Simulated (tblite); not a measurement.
A tight-binding relaxation on `FC[Si@H](CBr)CC(F)(F)F`.

Computed with GFN2-xTB geometry optimisation, gas phase (tblite 0.8.0). Start geometry: from a force field or distance geometry. The input is one job of a driver script: a line of settings, then coordinates in Å.

Command:
```bash
OMP_NUM_THREADS=1 python probes_run.py task.json out
```

Input:
```
{"job": {"kind": "relax", "xc": "GFN2-xTB", "basis": "xTB"}, "charge": 0, "multiplicity": 1}
F     -1.059100     2.534600    -0.810000
C     -1.563100     1.511000    -0.033900
Si    -0.479900    -0.000900    -0.374200
C     -1.328300    -1.461600     0.400000
Br    -2.806000    -2.036600    -0.698200
C      1.141100     0.391300     0.387100
C      2.303900    -0.321100    -0.259500
F      2.153000    -1.686200    -0.166600
F      2.523800     0.069000    -1.557800
F      3.432700    -0.004600     0.471500
H     -2.628200     1.305600    -0.194300
H     -1.369700     1.785100     1.047000
H     -0.391400    -0.218400    -1.827000
H     -1.747400    -1.197300     1.397400
H     -0.637700    -2.327700     0.505200
H      1.329500     1.484600     0.235000
H      1.120100     0.185300     1.468200
```

Output:
```
step      E/eV     max force
  0   -1002.97492    2.143
  1   -1003.20905    1.065
  2   -1003.30034    0.646
  3   -1003.34344    0.575
  4   -1003.37375    0.333
  5   -1003.38616    0.275
  6   -1003.39724    0.308
  7   -1003.40333    0.197
  8   -1003.40702    0.148
  9   -1003.40956    0.133
... (96 lines left out)
106   -1003.48828    0.020
107   -1003.48833    0.015
108   -1003.48841    0.018
109   -1003.48846    0.016
110   -1003.48852    0.015
111   -1003.48856    0.017
112   -1003.48863    0.019
113   -1003.48869    0.014
114   -1003.48873    0.010
115   -1003.48875    0.009
```

«max force» is the largest atomic force in eV/Å.

Task: From which step on does the largest force stay under 0.1 eV/Å, and how much energy is left to gain from there?

Result: From step 51 (0.088 eV/Å), 12.8 meV above the end.

Summary of the converged run: energy lowered by 11.8 kcal/mol over 115 steps; largest atomic force 0.009 eV/Å at the end.

Task: Where do the atoms end?

Result: 0.409 Å rms from the input after alignment:
```
atom  x, y, z in Å
F1    -1.0652    2.7139   -0.2698
C2    -1.6820    1.5020   -0.0345
Si3   -0.4694    0.0780   -0.4735
C4    -1.1447   -1.5222    0.3209
Br5   -2.9810   -1.7734   -0.2969
C6     1.2025    0.5487    0.3265
C7     2.2718   -0.4038   -0.1076
F8     2.0128   -1.6683    0.2842
F9     2.4033   -0.4551   -1.4435
F10    3.4840   -0.1042    0.3801
H11   -2.5824    1.4852   -0.6516
H12   -1.9884    1.5129    1.0160
H13   -0.3413   -0.0801   -1.9234
H14   -1.1952   -1.4913    1.4075
H15   -0.5987   -2.4134    0.0241
H16    1.5003    1.5485    0.0158
H17    1.1668    0.5345    1.4157
```

Hardware: one thread of an AMD EPYC, no GPU (shared host). Cost: 3.2 s of wall time.
Labels such as C1 count atoms from 1, the log's own numbers from 0.
